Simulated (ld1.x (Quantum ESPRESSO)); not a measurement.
Varying the PAW potential for Ar

Base potential:

| Quantity | Value |
| --- | --- |
| Element | argon |
| Generator | ld1.x (Quantum ESPRESSO) 7.5 |
| Type | PAW |
| Functional | LDA (PZ) |
| Relativity | non-relativistic |
| Frozen core | [Ne] |
| Valence charge | 8 |
| Reference configuration | 3s2 3p5.75 (charge +0.25) |
| Partial waves | 3s (bound): rcut 0.90, rcutus 1.15 bohr; 3s channel at -1.2 Ry: rcut 0.90, rcutus 1.15 bohr; 3p (bound): rcut 1.30, rcutus 1.40 bohr; 3p channel at -0.2 Ry: rcut 1.30, rcutus 1.40 bohr; 3d channel at 0.2 Ry: rcut 1.05, rcutus 1.40 bohr |
| Local potential | all-electron potential smoothed inside 1.10 bohr (lloc = -2) |
| Core correction | Bessel-smoothed model core inside 0.65 bohr |
| Augmentation charge | PSQ, radius 0.85 bohr |

All-electron outer shells of the reference configuration (LDA (PZ), non-relativistic, ld1.x):

| shell | level (eV) | outermost node (bohr) | outermost maximum (bohr) |
| --- | --- | --- | --- |
| 3s | -26.97 | 0.52 | 1.17 |
| 3p | -13.20 | 0.49 | 1.28 |

Cutoffs, loose and tight: the cutoffs (Ry, on a coarse ladder) from which the occupation-weighted sum of valence levels, in a spherical-Bessel basis at the reference potential, stays within 10 and 1 mRy of its value at 400 Ry. They do not see the model core or the augmentation charge, which bear on the density cutoff. Test errors are all-electron minus pseudo excitation energies from the reference, over the configurations 3s2 3p6; 3s2 3p5; 3s2 3p4; 3s1 3p6; 3s2 3p3; 3s2 3p5.5; 3s2 3p2 (two spin-polarised tests are not counted in the largest error). A dash means not determined; rows that change the core or the reference have their own tests.

```tsv
change	outcome	cutoff, loose	cutoff, tight	bound ghosts	largest test error (meV)
base	generated	35 Ry	60 Ry	none	-69
local potential all-electron potential smoothed inside 0.60 bohr (lloc = -2)	generated	35 Ry	60 Ry	none	-65
local potential all-electron potential smoothed inside 0.74 bohr (lloc = -2)	generated	35 Ry	60 Ry	none	-67
local potential all-electron potential smoothed inside 0.88 bohr (lloc = -2)	generated	35 Ry	60 Ry	none	-68
local potential all-electron potential smoothed inside 1.08 bohr (lloc = -2)	generated	35 Ry	60 Ry	none	-69
local potential all-electron potential smoothed inside 1.22 bohr (lloc = -2)	generated	35 Ry	60 Ry	none	-69
local potential all-electron potential smoothed inside 1.38 bohr (lloc = -2)	generated	35 Ry	60 Ry	none	-71
local potential all-electron potential smoothed inside 1.58 bohr (lloc = -2)	generated	35 Ry	60 Ry	none	-65
```

Reading the sweep of the rcloc (base included, trends over the rows without a ghost): The loose cutoff stays near 35 Ry. The median size of the test errors (rows with all tests solved) stays near 0.5 meV.
